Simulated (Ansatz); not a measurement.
Br₃Ga (SMILES [Br][Ga]([Br])[Br]), singlet, geometry from GFN2-xTB (such geometries of metal compounds can be far from the true shape); PBE0/STO-3G in Ansatz (a quantum-chemistry and plane-wave program).

Input for Ansatz:
Ansatz 0.2 input:
```yaml
crystal:
  periodic: [false, false, false]
  atoms:
    - {symbol: Ga, position_ang: [0.00000000, -0.00000000, 0.00000000]}
    - {symbol: Br, position_ang: [2.17032508, -0.33225835, -0.66424648]}
    - {symbol: Br, position_ang: [-0.77422939, -0.98270758, 1.92270243]}
    - {symbol: Br, position_ang: [-1.39609569, 1.31496593, -1.25845594]}
basis:
  gaussian:
    orbitals: STO-3G
hamiltonian:
  xc: pbe0
```

What the program printed (banner, timings and long lists left out):

```
Functional definition: PBE0
717 factors; integrals over basis functions are off by at most 1.4e-5 eV
mean field evaluation 1: about -259003.4804 eV, gradient 2.8e2 eV
mean field evaluation 2: about -259459.8807 eV, gradient 8.1e1 eV
mean field evaluation 4: about -259479.0124 eV, gradient 8.7e1 eV
mean field evaluation 8: about -259480.0693 eV, gradient 8.6e1 eV
mean field evaluation 16: about -259584.3376 eV, gradient 1.8e-1 eV
mean field evaluation 32: about -259576.3314 eV, gradient 7.2e0 eV
mean field -259584.33784562 eV, -9539.5484632427 hartree, gradient 2.5e-5 eV, S^2 0.000000; 3 other end points of the search recorded, 0 dependent functions left out
reference -259584.33785788 eV, -9539.5484636931 hartree; 68, 68 occupied and 4, 4 virtual orbitals, 717 factors
Total energy: -259584.33785788 eV, -9539.5484636931 hartree
```
